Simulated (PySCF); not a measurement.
**Working out the ionisation energy of Sm(24+)**

Sm(24+) [Kr] 4d2 (3F) → Sm(25+) [Kr] 4d1 (2D). All numbers are calculated (PySCF 2.14, scalar relativity by spin-free X2C-1e, in an uncontracted even-tempered set (20 s from 1.6 bohr⁻², ratio 2.5; 14 p from 2.1 bohr⁻², ratio 2.5; 9 d from 2.1 bohr⁻², ratio 2.5; 4 f from 8.7 bohr⁻², ratio 2.7; 3 g from 13 bohr⁻², ratio 2.7)). Frozen: [Ar] 3d10; the 43 highest virtual orbitals dropped. Energies in hartree (1 hartree = 27.21139 eV):

| part | Sm(24+) (lower) | Sm(25+) (upper) |
| --- | --- | --- |
| UHF | -10165.920416 | -10137.253147 |
| MP2 opposite-spin | -0.238493 | -0.234693 |
| MP2 same-spin | -0.079227 | -0.077066 |

Q: What does Hartree-Fock give?

A: (-10137.253147) − (-10165.920416) = 28.667269 hartree = 780.076 eV.

Q: What do MP2 and SCS-MP2 (6/5 opposite-spin, 1/3 same-spin) give?

A: The opposite-spin parts differ by 0.103 eV and the same-spin parts by 0.059 eV. MP2: 780.076 + (0.103) + (0.059) = 780.238 eV. SCS-MP2: 780.076 + 1.2 × (0.103) + (0.059)/3 = 780.219 eV.

Reference: 782 ± 4 eV (theoretical estimate listed by NIST; NIST Atomic Spectra Database, ionization energies), between the lowest levels; spin-orbit coupling is absent from the calculation.

What remains against the reference includes basis incompleteness, the frozen core and correlation beyond second order.
